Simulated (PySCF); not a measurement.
Compound: (Cl2Al-mu-SbH2)2.
Bonds: Al1–Cl2, Al1–Cl3, Al1–Sb4, Al1–Sb8, Sb4–Al5, Al5–Cl6, Al5–Cl7, Al5–Sb8. Hydrogens: H9, H10 on Sb4; H11, H12 on Sb8.

Method: PBE0-D3(BJ)/def2-SVP geometry optimisation, gas phase, def2 core potentials past Kr (PySCF); density fitting, grid level 1; the optimiser is geomeTRIC in internal coordinates, started from a GFN2-xTB structure with every atom displaced at random (about 0.03 Å).

At the end of the run (lengths in Å): Al1–Cl3 2.112, Al5–Cl7 2.111, Al1–Sb4 2.709, Sb4–H10 1.687, Al5–Cl6 2.112, Al1–Cl2 2.112, Sb8–H12 1.687, Cl2–Al1–Cl3 121.7°, Cl2–Al1–Sb4 112.5°, Cl6–Al5–Sb8 112.9°, Cl3–Al1–Sb4 109.6°, Cl2–Al1–Sb4–Al5 -111°, Cl2–Al1–Sb8–Al5 112°, Al1–Sb4–Al5–Cl6 -113°, H11–Sb8–Al1–Cl2 -8°, H9–Sb4–Al5–Cl6 7°.

Task: These geometries were met on the way; a selection of coordinates is given. Order them by energy above the end point, lowest first.
A. Al1–Cl3 2.017, Al5–Cl7 2.059, Al1–Sb4 2.764, Sb4–H10 1.659, Al5–Cl6 2.090, Al1–Cl2 2.103, Sb8–H12 1.708, Cl2–Al1–Cl3 132.5°, Cl2–Al1–Sb4 105.8°, Cl6–Al5–Sb8 105.6°, Cl3–Al1–Sb4 106.8°, Cl2–Al1–Sb4–Al5 -105°, Cl2–Al1–Sb8–Al5 104°, Al1–Sb4–Al5–Cl6 -105°, H11–Sb8–Al1–Cl2 -20°, H9–Sb4–Al5–Cl6 21°
B. Al1–Cl3 2.096, Al5–Cl7 2.113, Al1–Sb4 2.716, Sb4–H10 1.717, Al5–Cl6 2.119, Al1–Cl2 2.117, Sb8–H12 1.687, Cl2–Al1–Cl3 127.4°, Cl2–Al1–Sb4 107.1°, Cl6–Al5–Sb8 112.4°, Cl3–Al1–Sb4 108.8°, Cl2–Al1–Sb4–Al5 -109°, Cl2–Al1–Sb8–Al5 107°, Al1–Sb4–Al5–Cl6 -111°, H11–Sb8–Al1–Cl2 -16°, H9–Sb4–Al5–Cl6 13°
C. Al1–Cl3 1.903, Al5–Cl7 1.979, Al1–Sb4 2.809, Sb4–H10 1.771, Al5–Cl6 2.036, Al1–Cl2 2.080, Sb8–H12 1.657, Cl2–Al1–Cl3 136.5°, Cl2–Al1–Sb4 104.7°, Cl6–Al5–Sb8 105.2°, Cl3–Al1–Sb4 103.9°, Cl2–Al1–Sb4–Al5 -103°, Cl2–Al1–Sb8–Al5 101°, Al1–Sb4–Al5–Cl6 -107°, H11–Sb8–Al1–Cl2 -24°, H9–Sb4–Al5–Cl6 23°
D. Al1–Cl3 2.121, Al5–Cl7 2.118, Al1–Sb4 2.711, Sb4–H10 1.685, Al5–Cl6 2.111, Al1–Cl2 2.112, Sb8–H12 1.687, Cl2–Al1–Cl3 122.3°, Cl2–Al1–Sb4 110.2°, Cl6–Al5–Sb8 111.1°, Cl3–Al1–Sb4 110.7°, Cl2–Al1–Sb4–Al5 -111°, Cl2–Al1–Sb8–Al5 110°, Al1–Sb4–Al5–Cl6 -111°, H11–Sb8–Al1–Cl2 -10°, H9–Sb4–Al5–Cl6 11°
E. Al1–Cl3 2.116, Al5–Cl7 2.123, Al1–Sb4 2.708, Sb4–H10 1.684, Al5–Cl6 2.119, Al1–Cl2 2.116, Sb8–H12 1.683, Cl2–Al1–Cl3 125.1°, Cl2–Al1–Sb4 108.5°, Cl6–Al5–Sb8 110.8°, Cl3–Al1–Sb4 109.9°, Cl2–Al1–Sb4–Al5 -110°, Cl2–Al1–Sb8–Al5 109°, Al1–Sb4–Al5–Cl6 -109°, H11–Sb8–Al1–Cl2 -13°, H9–Sb4–Al5–Cl6 13°

Result: D (0.003 eV), E (0.015 eV), B (0.049 eV), A (0.267 eV), C (1.124 eV).

```json
{"step": "5", "E above end (eV)": "0.003", "rms distance from the end, all atoms (Å)": "0.037", "largest force (eV/Å)": "0.118", "rms shift of all bonds from the end (Å)": "0.004"}
{"step": "3", "E above end (eV)": "0.015", "rms distance from the end, all atoms (Å)": "0.055", "largest force (eV/Å)": "0.137", "rms shift of all bonds from the end (Å)": "0.005"}
{"step": "2", "E above end (eV)": "0.049", "rms distance from the end, all atoms (Å)": "0.068", "largest force (eV/Å)": "0.515", "rms shift of all bonds from the end (Å)": "0.012"}
{"step": "1", "E above end (eV)": "0.267", "rms distance from the end, all atoms (Å)": "0.125", "largest force (eV/Å)": "2.131", "rms shift of all bonds from the end (Å)": "0.038"}
{"step": "0", "E above end (eV)": "1.124", "rms distance from the end, all atoms (Å)": "0.182", "largest force (eV/Å)": "5.409", "rms shift of all bonds from the end (Å)": "0.085"}
```

Rows stand in the order of the answer.
